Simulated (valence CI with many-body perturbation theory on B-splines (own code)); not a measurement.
## Questions on Cd XXXV

Level of theory: relativistic CI+MBPT: four valence electrons over a frozen Dirac-Fock core [Ne], a basis of 9 s, 9 p, 8 d, 6 f, 3 g, 1 h functions for each j, with the one-electron correlation potential Σ1 (screened to all orders), the two-electron term Σ2, the three-electron term Σ3, Breit, model QED; selected single and double excitations, second order for the rest, scaled by the run's own slope (own B-spline code, finite nucleus).

No measured spectrum was set against this ion. As an estimate, large intervals hold to a few tenths of a per cent, small ones and those within an open d or f shell to about a per cent.

Levels are named by their leading jj configuration (3d3/2^4 stands for four electrons in 3d with j = 3/2), which in mixed levels can hold well under half, so a name can repeat and another be missing.

Rates and lifetimes use the calculated energies. Strong lines usually hold to 10 to 20 %, long lifetimes can be off by a factor of two.

What is the ground level?

(3s^2 3p1/2^2) J=0, composition 75 % 3s2 3p2 3P + 24 % 3s2 3p2 1S.

What are the static dipole polarisabilities of the lowest levels?

(3s^2 3p1/2^2) J=0 0.0206; (3s^2 3p1/2 3p3/2) J=1 0.0226 (tensor 0.0010); (3s^2 3p1/2 3p3/2) J=2 0.0224 (tensor 0.0015) bohr³, of which the core gives 0.000322.

Among levels below 279.17 eV, which E1 lines absorb most strongly from the ground level?

to (3s^2 3p1/2 3d3/2) J=1 at 6.451 nm, f = 0.337; to (3s 3p1/2 3p3/2^2) J=1 at 6.713 nm, f = 0.322; to (3s 3p1/2^2 3p3/2) J=1 at 8.735 nm, f = 0.136.

Name the longest-lived excited levels whose lifetime is computed, and their main decay.

(3s^2 3p1/2 3p3/2) J=2 at 46.00 eV lives 587 μs, mostly by E2 to (3s^2 3p1/2^2) J=0; (3s^2 3p3/2 3d5/2) J=4 at 224.76 eV lives 2.41 μs, mostly by M1 to (3s^2 3p1/2 3d5/2) J=3; (3s^2 3p1/2 3p3/2) J=1 at 40.58 eV lives 2.10 μs, mostly by M1 to (3s^2 3p1/2^2) J=0.

How well does LS coupling describe the low levels?

Among the lowest 20 levels the leading LS term, summed over configurations, holds 62 % on average. For single configurations the figures are 56 % in LS and 77 % in jj coupling. Terms mix most in the J = 2 level at 187.93 eV, where the leading one holds 32 %.
